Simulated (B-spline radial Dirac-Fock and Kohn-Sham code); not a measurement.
## Relativistic shifts of the levels of Pd³⁺

System: palladium as Pd³⁺, [Kr] 4d7.

Both columns are ΔSCF binding energies of the configuration average from a radial finite-basis atomic code: non-relativistic Hartree-Fock with a point nucleus, and Dirac-Fock with a finite nucleus and the Coulomb interaction alone, averaged over the two j levels with weights 2j+1.

```
shell  Hartree-Fock (eV)  Dirac-Fock (eV)  shift (eV)  shift (%)
   1s            23749.7          24475.2     +725.47      +3.05
   2s             3495.9           3670.5     +174.59      +4.99
   2p             3236.2           3285.0      +48.77      +1.51
   3s              691.0            726.3      +35.29      +5.11
   3p              586.3            596.6      +10.32      +1.76
   4s              137.0            143.5       +6.48      +4.73
   4p              102.1            103.7       +1.61      +1.58
   4d              48.32            47.67       -0.65      -1.34
```

Relativity binds 1s, 2s, 2p, 3s, 3p, 4s, 4p more strongly, among those listed most of all 3s in relative terms, and 4d more weakly, because the contracted s and p shells screen the nucleus better.

Values without a named source are computed, but for edge energies of neutral atoms, which are taken from tables.
